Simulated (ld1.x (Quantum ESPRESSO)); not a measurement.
**u(r) = r·R(r): atom against pseudo-atom (ytterbium)**

Columns: radius, all-electron u(r) and pseudo u(r) of the 5d shell (level -0.83 eV) of ytterbium in the configuration [Kr] 4d10 4f14 5s2 5p6 5d0 6s2 6p0; LDA (PZ), scalar-relativistic, PAW scheme, ld1.x (Quantum ESPRESSO) 7.5.

| r (bohr) | all-electron | pseudo |
| --- | --- | --- |
| 0.178 | 0.0800 | 0.0007 |
| 0.355 | -0.1640 | 0.0052 |
| 0.533 | -0.1465 | 0.0170 |
| 0.710 | 0.0066 | 0.0382 |
| 0.888 | 0.1655 | 0.0701 |
| 1.065 | 0.2898 | 0.1120 |
| 1.243 | 0.3784 | 0.1624 |
| 1.420 | 0.4370 | 0.2178 |
| 1.598 | 0.4740 | 0.2752 |
| 1.775 | 0.4953 | 0.3301 |
| 1.953 | 0.5058 | 0.3793 |
| 2.130 | 0.5086 | 0.4196 |
| 2.308 | 0.5063 | 0.4496 |
| 2.485 | 0.5004 | 0.4684 |
| 2.662 | 0.4922 | 0.4769 |
| 2.840 | 0.4824 | 0.4768 |
| 3.018 | 0.4715 | 0.4703 |
| 3.195 | 0.4599 | 0.4600 |
| 3.373 | 0.4478 | 0.4479 |
| 3.550 | 0.4353 | 0.4353 |
| 3.728 | 0.4226 | 0.4226 |
| 3.905 | 0.4097 | 0.4097 |
| 4.083 | 0.3967 | 0.3967 |
| 4.260 | 0.3838 | 0.3838 |
| 4.438 | 0.3707 | 0.3707 |
| 4.615 | 0.3579 | 0.3579 |

(1) How many radial nodes do the two functions have?

(2) At about which radius was the pseudo-wave matched?

(3) Where does each function peak?

(4) Is the pseudo-wave norm-conserving?

Results:

(1) The all-electron 5d function has n − l − 1 = 2; the pseudo-wave has 0, since the states of the same l below it are removed with the core.

(2) 3.55 bohr. The columns agree to 0.0005 from 3.19 bohr on; several derivatives are matched, so the curves merge somewhat inside the radius.

(3) Outermost all-electron maximum near 2.13 bohr, pseudo maximum near 2.66 bohr (to the table’s step).

(4) No, it belongs to a PAW set: the norm inside the radius is not constrained, and the difference is carried by the augmentation charge.
